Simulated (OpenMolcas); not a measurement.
# Ag+: effect of correlating more closed shells

```json
{
  "Program": "OpenMolcas",
  "Basis": "ANO-RCC-VTZP [7s6p4d2f1g]",
  "Scalar Hamiltonian": "DKH2, point nucleus",
  "Active space": "10 electrons in 6 orbitals (4d 5s)",
  "State averaging": "2S+1 = 1 even, 6 roots; 2S+1 = 3 even, 5 roots kept (CI in the orbitals of an earlier block)",
  "Spin-orbit coupling": "state interaction with AMFI integrals over the reference wave functions, term energies averaged over their components"
}
```

Methods on the same reference wave functions:
A. CASSCF
B. SS-CASPT2, IPEA 0.25 Eh, imaginary shift 0.1 Eh (closed shells correlated: none)
C. SS-CASPT2, IPEA 0.25 Eh, imaginary shift 0.1 Eh (closed shells correlated: 4s 4p)

Energies in cm-1 above 4d10 1S0, the measured ground level; measured values from NIST Handbook of Basic Atomic Spectroscopic Data.

```json
{"Level": "4d10 1S0", "A": "0.0", "B": "0.0", "C": "0.0", "Measured": "0.0"}
{"Level": "4d9 5s 3D3", "A": "28244", "B": "40310", "C": "37260", "Measured": "39168"}
{"Level": "4d9 5s 3D2", "A": "29879", "B": "41690", "C": "38680", "Measured": "40745"}
{"Level": "4d9 5s 3D1", "A": "32548", "B": "44610", "C": "41570", "Measured": "43743"}
{"Level": "4d9 5s 1D2", "A": "35504", "B": "46590", "C": "43640", "Measured": "46049"}
```

Deviations, from unrounded energies. A percentage is the sum of absolute deviations over the sum of measured energies, with the sign that they share, or ± where signs differ.

| Against measurement | Levels | A | B | C |
| --- | --- | --- | --- | --- |
| mean absolute deviation (cm-1) | 4 | 11000 | 870 | 2100 |
| other configurations (%) | 4 | -25.7 | +2.1 | -5.0 |

B lies closest to measurement on these levels and A furthest from it. The largest miss of B in the table is 4d9 5s 3D3, by +1100 cm-1. The ranking rests on the paired levels alone, and a cruder setting can come out closer through cancelling errors.

Between B and C the level of the table that moves most is 4d9 5s 3D3, by 3000 cm-1 (lowest in C, highest in B). Moves below CASPT2's spread within the term are not significant.

The lowest spin-free term lies below A's lowest term by 0.334 hartree in B, 0.588 hartree in C.

What an inner shell adds also hangs on whether the basis holds functions to correlate it.

CASPT2 does not keep the components of a term degenerate, so their means are used; among the terms shown or strongly mixed into the levels shown the widest spread is 18 cm-1 (4d9 5s 1D, B). Terms from blocks run as CI alone lack orbitals of their own. A single d shell beside an s shell can misplace configurations of different d count against each other. Without dynamic correlation excited terms often stand tens of per cent too high (terms of higher spin than the ground term too low), and those without a measured partner can miss by more than the paired ones (holds for A). Computed and measured levels are paired by configuration, term and J; levels that our copy of the source lacks, or whose pairing is in doubt (as where it misses far off the trend of its configuration), stay unpaired and out of the deviations. Levels of configurations outside the active space are missing.
